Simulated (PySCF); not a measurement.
Mg(F)(GeH3) (FGeH3Mg), SMILES [F][Mg][GeH3].

Geometry optimised at PBE0-D3(BJ)/def2-TZVP.

Method: PBE0/def2-TZVPD (PySCF).

Symmetry labels are those of the subgroup Cs that the program uses (full group C3v).

Problem. List the valence orbital energies around the gap with their symmetry. (The exact figures need the calculation; the answer reports its results.)

Solution. 
| orbital | symmetry | energy (eV) |
|---|---|---|
| HOMO−7 | A' | -30.04 |
| HOMO−6 | A' | -15.17 |
| HOMO−5 | A' | -10.67 |
| HOMO−4 | A' | -9.93 |
| HOMO−3 | A" | -9.93 |
| HOMO−2 | A' | -9.44 |
| HOMO−1 | A" | -9.44 |
| HOMO | A' | -7.53 |
| LUMO | A' | -1.32 |
| LUMO+1 | A' | -0.83 |
| LUMO+2 | A" | -0.83 |
| LUMO+3 | A' | 0.54 |
